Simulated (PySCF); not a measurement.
## Induced dipoles and field energies

Compound: C5H6ClFO2.
Structure used (GFN2-xTB), in Å, numbered top down from 1:
```
atom  x, y, z in Å
C1    -3.0941   -0.0418    0.0997
C2    -1.7422    0.2323   -0.4849
O3    -1.5116    0.7585   -1.5366
O4    -0.7703   -0.1934    0.3631
C5     0.5282    0.0342    0.0109
C6     1.5561   -0.3836    0.7445
F7     1.3510   -1.0636    1.8915
C8     2.9854   -0.1286    0.4309
Cl9    3.4925    1.4661    1.1040
H10   -3.1087   -1.0227    0.5660
H11   -3.8507    0.0301   -0.6755
H12   -3.2979    0.7027    0.8676
H13    0.6793    0.5769   -0.9134
H14    3.1589   -0.0802   -0.6416
H15    3.6198   -0.8790    0.9000
```

Level: PBE0/def2-SVPD (PySCF); nuclei fixed, core orbitals frozen in the response. Permanent dipole (-1.139, -1.572, -0.276) D (1 au = 2.5417 D). Static polarisability (au):

```
x   116.80   3.70  14.12
y     3.70  70.25  -3.78
z    14.12  -3.78  76.08
```

Only the terms in μ and α are kept: μ(F) = μ + αF and ΔE = −μ·F − ½ F·αF.

Task: A field of 0.001 au (0.051 V/Å) is applied along each axis in both senses. Find the induced dipole, the size of the total dipole and the two energy terms.

Result: 
| field along | induced x (D) | induced y (D) | induced z (D) | total size (D) | −μ·F (kJ/mol) | −½F·αF (kJ/mol) |
| --- | --- | --- | --- | --- | --- | --- |
| +x | 0.297 | 0.009 | 0.036 | 1.791 | +1.177 | -0.153 |
| −x | -0.297 | -0.009 | -0.036 | 2.159 | -1.177 | -0.153 |
| +y | 0.009 | 0.179 | -0.010 | 1.816 | +1.624 | -0.092 |
| −y | -0.009 | -0.179 | 0.010 | 2.111 | -1.624 | -0.092 |
| +z | 0.036 | -0.010 | 0.193 | 1.930 | +0.285 | -0.100 |
| −z | -0.036 | 0.010 | -0.193 | 2.010 | -0.285 | -0.100 |

Task: For the field (0.0009, 0.0008, -0.0004) au, what is the induced dipole, and what angle does it make with the field?

Result: αF = (0.260, 0.155, -0.053) D, at 13.5° to the field. The polarisability along this direction, F·αF/F², is 92.75 au, against a mean of 87.71 au.

Task: At what field along the permanent dipole would the induced dipole along it equal the permanent one, in this linear picture?

Result: The polarisability along the dipole is 90.98 au, so F = 0.7714 au / 90.98 au = 0.0085 au = 0.44 V/Å; higher-order terms are ignored.

Task: What field makes μF equal to kT at 100 K?

Result: kT = 0.3167 × 10⁻³ Eh, so F = 0.000411 au = 2.11 MV/cm.

Task: Induction energy −ᾱe²/2R⁴ of a unit charge at 8 Å, the molecule taken as a point?

Result: R = 15.12 bohr, so the energy is −87.7/(2 × 15.12⁴) Eh = -2.2 kJ/mol. The charge–dipole term at its most favourable orientation, −μe/R², is -8.86 kJ/mol.

Isolated species at its GFN2-xTB geometry (one conformer only).

These values come from a run that also computed excited states. Hardware: an Intel Xeon Platinum 8488C with one thread, shared host with 48 logical CPUs at a one-minute load of 4.3. Cost: 45 s of wall time, 0.95 GiB resident at most.
